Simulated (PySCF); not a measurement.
C2H6N (SMILES C[N-]C), charge -1, singlet, geometry from GFN2-xTB (in this run its highest filled SCF level lies above zero, so its values depend strongly on the basis, on diffuse functions most of all), atoms displaced at random by about 0.08 Å a coordinate; TPSS/STO-3G, gradient in PySCF.

PySCF was given this input:
```python
from pyscf import gto, scf, dft

mol = gto.Mole()
mol.atom = '''
    C    -0.056884    0.054760    1.212610
    N    -0.045364    0.607911   -0.046261
    C    -0.013374   -0.075386   -1.241725
    H     0.911898   -0.887233    1.331521
    H     0.078065    0.441101    2.092344
    H    -1.056018   -0.708469    1.315555
    H     0.879871   -0.931777   -1.336330
    H     0.006838    0.474890   -2.062068
    H    -0.889274   -0.831831   -1.177897
'''
mol.basis = 'sto-3g'
mol.charge = -1
mol.spin = 0
mol.verbose = 3
mol.build()

mf = dft.RKS(mol)
mf.xc = 'tpss'
mf.grids.level = 5
mf.kernel()
g = mf.nuc_grad_method()
g.grid_response = True
grad = g.kernel()
```

Output, abridged:

```
converged SCF energy = -132.624705035932
--------------- RKS gradients ---------------
         x                y                z
0 C     0.0125900389     0.2103257115     0.1739959436
1 N    -0.0271702169    -0.1481645257    -0.0281327061
2 C    -0.0018375820     0.1680139553    -0.1492636603
3 H     0.0349237608    -0.0239910421    -0.0047194224
4 H    -0.0118376419    -0.0981663532    -0.1251622180
5 H    -0.0273766827    -0.0130446799    -0.0183147901
6 H     0.0123491208    -0.0243987862     0.0088411988
7 H     0.0031969329    -0.0723350569     0.1069931382
8 H     0.0051622701     0.0017607773     0.0357625162
----------------------------------------------
```
